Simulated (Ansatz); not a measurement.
Total energies of Hg5H18Se5 from Ansatz at PBE0-D4/def2-TZVP, gas phase (1 Eh = 27.2114 eV = 2625.5 kJ/mol). The reference geometry is relaxed at r2SCAN-D4/def2-SVP.

```xyz
28

Se   -1.488    2.556    2.472
Hg    0.857    4.193    0.323
Se    0.804    0.721    0.273
Hg    3.567    2.227   -1.178
Se    2.322   -0.663   -2.826
Hg   -4.546    1.186    3.815
Se   -2.548   -1.089    2.098
Hg    0.768   -1.503    1.452
Se   -0.094   -3.172   -1.394
Hg    1.490   -3.848   -4.403
H    -0.501    2.013    3.417
H    -2.103    3.370    3.541
H    -0.432    4.413   -0.692
H     2.162    4.027    1.341
H    -0.336    0.406   -0.604
H     2.600    3.270   -2.037
H     4.581    1.228   -0.328
H     3.198   -1.122   -3.922
H     3.219   -1.244   -1.816
H    -5.332    1.555    2.403
H    -3.814    0.843    5.262
H    -2.908   -0.338    0.887
H    -3.174   -2.318    1.575
H     0.914   -2.888    2.310
H    -0.900   -2.187   -2.130
H    -1.300   -3.911   -0.976
H     2.761   -4.594   -3.646
H     0.237   -3.129   -5.216
```

| state | geometry | energy (Eh) |
| --- | --- | --- |
| charge 0 singlet | reference | -12784.49877 |
| charge 1 doublet | reference | -12784.19299 |
| charge 1 doublet | relaxed at r2SCAN-D4/def2-SVP | -12784.23120 |
| charge -1 doublet | reference | -12784.50759 |
| charge -1 doublet | relaxed at r2SCAN-D4/def2-SVP, loosely relaxed | -12784.55551 |
| free Se atom (triplet) | – | -2401.20505 |
| free Hg atom (singlet) | – | -153.51485 |
| free H atom (doublet) | – | -0.50104 |

In the def2 sets Hg takes a core potential; there is no spin–orbit coupling. Single mean-field runs in def2-TZVP are fitted with def2-universal-jkfit.

Question: Work out the vertical ionisation energy to the doublet.

Answer: E(charge 1 doublet) − E(charge 0 singlet) = -12784.19299 − (-12784.49877) = 0.30578 Eh = 8.32 eV. For comparison, −ε of the highest occupied level is 7.00 eV at this level, 1.32 eV less.

Question: Work out the vertical electron affinity, to the doublet.

Answer: E(charge 0 singlet) − E(charge -1 doublet) = -12784.49877 − (-12784.50759) = 0.00882 Eh = 0.24 eV. The basis lacks diffuse functions, which makes affinities too small.

Question: Give the fundamental gap IE − EA, the Mulliken electronegativity (IE + EA)/2 and the hardness (IE − EA)/2.

Answer: From the values in Eh: IE − EA = 0.30578 − 0.00882 = 0.29696 Eh = 8.08 eV; (IE + EA)/2 = 4.28 eV; (IE − EA)/2 = 4.04 eV. The HOMO–LUMO gap of the same run is 5.78 eV, 2.30 eV smaller than the fundamental gap.

Question: How much does the charge 1 doublet relax, and what is the adiabatic ionisation energy?

Answer: Relaxation: -12784.19299 − (-12784.23120) = 0.03821 Eh = 1.04 eV. Adiabatic ionisation energy: 0.26757 Eh = 7.28 eV, without zero-point energy. 

Question: How much does the charge -1 doublet relax, and what is the adiabatic electron affinity?

Answer: Relaxation: -12784.50759 − (-12784.55551) = 0.04792 Eh = 1.30 eV. Adiabatic electron affinity: 0.05674 Eh = 1.54 eV, without zero-point energy. 

Question: What is the binding energy per atom against free atoms?

Answer: Atoms: 5 × (-2401.20505) + 5 × (-153.51485) + 18 × (-0.50104) = -12782.61822 Eh. Binding: -12782.61822 − (-12784.49877) = 1.88055 Eh = 51.17 eV, or 1.83 eV for each of 28 atoms (no zero-point energy, no counterpoise term).

At PBE0-D4/def2-TZVP the highest occupied level of the charge -1 doublet lies above zero (up to 0.76 eV). By energy differences its removal costs 0.24 eV (vertical, to the charge 0 singlet, at PBE0-D4/def2-TZVP); self-interaction error and the lack of diffuse functions both raise the level. The geometry of the relaxed charge -1 doublet is only loosely relaxed.
